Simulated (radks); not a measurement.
Problem. The mean radii <r> (bohr) of the occupied orbitals of an atom or ion are listed with their occupations. Method: scalar-relativistic Kohn-Sham, LDA (Slater exchange, Perdew-Wang correlation), spin-polarised, spherical densities, finite nucleus; Fermi nuclear charge, rms radius of each element as measured or else 0.836 A^(1/3) + 0.57 fm; computed with a radial shooting solver on a logarithmic mesh with Libxc functionals.

| orbital | occ. | <r> |
|---|---|---|
| 1s | 2 | 0.01934 |
| 2s | 2 | 0.08184 |
| 2p | 6 | 0.07289 |
| 3s | 2 | 0.2106 |
| 3p | 6 | 0.2095 |
| 3d | 10 | 0.1891 |
| 4s | 2 | 0.4301 |
| 4p | 6 | 0.4421 |

Name the element and its charge. Open shells, if any, are filled with parallel spins first.

Solution. Z = 71, lutetium, charge +35: Lu35+ in [Kr]. The 1s radius gives Z: for a bare nucleus <r> = (2 gamma + 1)/(2Z) with gamma = sqrt(1 - (Z/c)^2), 0.01909 bohr for Z = 71, and screening makes it slightly larger (0.01934 here). The occupations add up to 36, and the charge is Z minus that.
